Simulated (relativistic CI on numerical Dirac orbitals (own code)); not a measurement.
# Slater and spin-orbit integrals, I XXVIII

Calculated at this level of theory: Dirac-Coulomb-Breit CI, KLI orbitals optimised for each configuration, QED by a radiative potential, unscaled Slater integrals (own radial code, finite nucleus).

Slater integrals F^k, G^k are unscaled and averaged over j, outside the closed core [Ne]; ζ comes from projecting the Hamiltonian with its Breit term on Σ l·s of the shell.

- 3s2 3p6 3d8: F^2(3d,3d) = 370920, F^4(3d,3d) = 238380, ζ(3d) = 40547 cm⁻¹; <r>(3d) = 0.2723, <r^2>(3d) = 0.08671 (bohr units).
- 3s2 3p5 3d9: ζ(3p) = 324740, F^2(3p,3d) = 330720, G^1(3p,3d) = 366100, G^3(3p,3d) = 240010, ζ(3d) = 40038 cm⁻¹; <r>(3p) = 0.2998, <r^2>(3p) = 0.1039, <r>(3d) = 0.2729, <r^2>(3d) = 0.08707 (bohr units).
- 3s2 3p4 3d10: F^2(3p,3p) = 330650, ζ(3p) = 324510 cm⁻¹; <r>(3p) = 0.3002, <r^2>(3p) = 0.1042 (bohr units).

Give the Racah parameters of the d shell in 3s2 3p6 3d8.

B = F²/49 − 5F⁴/441 = 4867 cm⁻¹ and C = 35F⁴/441 = 18919 cm⁻¹.

Averages of the first 10 configurations, taken without configuration mixing, which lowers the lowest level and can move excited configurations by several eV; other configurations of the list can lie among them:

| Configuration | Parity | States | Average energy above the lowest level (eV) |
| --- | --- | --- | --- |
| 3s2 3p6 3d8 | even | 45 | 14.7 |
| 3s2 3p5 3d9 | odd | 60 | 273.4 |
| 3s2 3p4 3d10 | even | 15 | 537.2 |
| 3s 3p6 3d9 | even | 20 | 451.9 |
| 3p6 3d10 | even | 1 | 895.9 |
| 3s 3p5 3d10 | odd | 12 | 709.3 |
| 3s2 3p6 3d7 4s | even | 240 | 638.2 |
| 3s2 3p6 3d7 4p | odd | 720 | 702.1 |
| 3s2 3p6 3d7 4d | even | 1200 | 792.6 |
| 3s2 3p4 3d9 4s | even | 300 | 1149.6 |
